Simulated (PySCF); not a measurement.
# Structure elucidation problem

An unknown has the formula C7H5NO. Its calculated NMR data are:

1H NMR (500 MHz, computed): δ 7.79 (d, 2H), 6.93 (d, 2H), 4.57 (br s, 1H).

13C{1H} NMR (computed): δ 167.4 (C), 142.9 (CH), 125.2 (C), 120.1 (CH), 111.0 (C).

Calculated, not measured (PySCF 2.14): coordinates at the PBE0-D3(BJ)/def2-TZVP level, B97-2/pcSseg-2 with gauge-including orbitals. Gas phase, one conformer, non-relativistic, rapidly exchanging positions averaged.

References, each an isolated molecule treated in the same way: 1H (σ = 31.64 ppm) and 13C (σ = 185.38 ppm) vs TMS.

Task: Deduce the structure.

Result: 
1. Rings plus π bonds: 6 (1 ring in the answer).
2. 5 carbon signals for 7 carbons: some carbons are equivalent by symmetry or fast rotation.
3. Carbon types of the structure: 3 × C, 4 × CH, leaving 1 H on heteroatoms.
4. δC 167.4: aromatic carbon bearing oxygen; the electronegative substituent deshields the carbon that carries it.
5. δC 142.9, 120.1: aromatic CH.
6. δC 125.2: nitrile carbon; this is the usual window of a C≡N carbon, which has no attached hydrogen.
7. δC 111.0: substituted aromatic carbon.
8. δH 7.79, 6.93: hydrogen on an aromatic CH.
9. δH 4.57: hydrogen on a phenol-type oxygen; labile proton, position sensitive to the medium.

The compound is para-Cyanophenol.

The data come from this structure; uniqueness wasn't tested.

Exchangeable OH/NH protons stand at their gas-phase positions; hydrogen bonding in a real sample shifts them, mostly to higher δ. Shifts are as computed. Against solution values, carbons near 30 ppm lie about +3 ppm off and those near 130 ppm about +7 ppm. Of 1309 compounds with measured shifts, 239 miss one by over three times the rms of a fit or turn the order of signals round; such compounds aren't used in these exercises. Multiplicities follow the n + 1 count of equivalent neighbours, as no J values were calculated; m marks all less simple cases, F and P coupling included.
